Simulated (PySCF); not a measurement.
GeF3Br, SMILES [F][Ge]([F])([F])[Br]. Coordinates come from a PBE-D3(BJ)/def2-SVP optimisation.

Computed equilibrium geometry at PBE-D3(BJ)/def2-SVP (PySCF confirms it by a frequency run) as Cartesian coordinates in Å, and its point group:
point group C3v.
```xyz
5

F     -1.3909    -0.8030     1.3000
Ge     0.0000     0.0000     0.6600
F      1.3909    -0.8030     1.3000
F      0.0000     1.6061     1.3000
Br     0.0000     0.0000    -1.6063
```
